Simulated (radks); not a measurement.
Question: The mean radii <r> (bohr) of the occupied orbitals of an atom or ion are listed with their occupations. All-electron calculation, Dirac Kohn-Sham, LDA (Slater exchange, Perdew-Wang correlation), spin-unpolarised, spherical densities, finite nucleus; Fermi nuclear charge, rms radius of each element as measured or else 0.836 A^(1/3) + 0.57 fm. Program: a radial shooting solver on a logarithmic mesh with Libxc functionals.

orbital  occ.      <r>
1s1/2       2  0.06973
2s1/2       2   0.3257
2p1/2       2   0.2886
2p3/2       4   0.2913
3s1/2       2   0.9823
3p1/2       2    1.034
3p3/2       4    1.041
4s1/2       1    2.642
4p1/2       1    3.006

Name the element and its charge. Open shells, if any, fill j = l - 1/2 first.

Answer: Z = 22, titanium, charge +2: Ti2+ in [Ar] 4s1 4p1. The 1s radius gives Z: for a bare nucleus <r> = (2 gamma + 1)/(2Z) with gamma = sqrt(1 - (Z/c)^2), 0.06759 bohr for Z = 22, and screening makes it slightly larger (0.06973 here). The occupations add up to 20, and the charge is Z minus that.
